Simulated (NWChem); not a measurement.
System: heptafluorocyclopentane (C5H3F7); SMILES FC1CC(F)(F)C(F)(F)C1(F)F

```xyz
15

F      1.8095     1.4271    -0.5347
C      1.1220     1.0371     0.5785
C      1.3951    -0.4305     0.8919
C      0.3115    -1.2568     0.1917
F      0.8189    -2.1122    -0.7081
F     -0.4027    -1.9682     1.0820
C     -0.6334    -0.2357    -0.5073
F     -1.9099    -0.6112    -0.4683
F     -0.2569    -0.0742    -1.7805
C     -0.3745     1.0730     0.2634
F     -0.7550     2.1566    -0.4063
F     -1.0497     1.0095     1.4301
H      1.3570     1.7207     1.4090
H      1.3325    -0.6253     1.9706
H      2.3924    -0.7160     0.5331
```
Atoms are numbered in this order, from 1.

All runs: NWChem. Pople sets run with spherical d functions. Coordinates come from a PBE0/def2-SVP optimisation. Not confirmed as a minimum by frequencies. Level: M06-2X/6-31G* with SMD (1 M gas to 1 M solution), gas-phase geometry.

Problem. Order these by “solvation free energy (kcal/mol)”, lowest first: water; ethylene glycol; cyclohexane; 1,4-dioxane.

Solution. ethylene glycol (-2.8), cyclohexane (-2.1), 1,4-dioxane (-1.5), water (-0.3)
